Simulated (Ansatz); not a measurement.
Cartesian coordinates (Å):
SMILES: O(B=O)C
```xyz
7

C     -0.8937     0.0606     0.0198
O      0.3015    -0.6881    -0.2649
B      1.5205    -0.2307    -0.0833
O      2.6610     0.1570     0.0717
H     -0.9397     0.9484    -0.6105
H     -1.7314    -0.5937    -0.2038
H     -0.9183     0.3466     1.0710
```
Charge 0, spin multiplicity 1.

Computed with frozen-core CCSD(T)/cc-pVTZ // B3LYP-D3(BJ)/def2-TZVP (Ansatz, a program for electronic structure).

| Item | Result |
|---|---|
| HF energy | -214.18630 Ha |
| MP2 correlation energy | -0.72749 Ha |

Problem. Estimate the CCSD correlation energy, the (T) correction, the total energy and the T1 diagnostic.

Solution. 
```
Item                             Value
-----------------------  -------------
CCSD correlation energy    -0.73967 Ha
(T) correction             -0.02989 Ha
CCSD(T) total energy     -214.95586 Ha
T1 diagnostic                    0.015
```
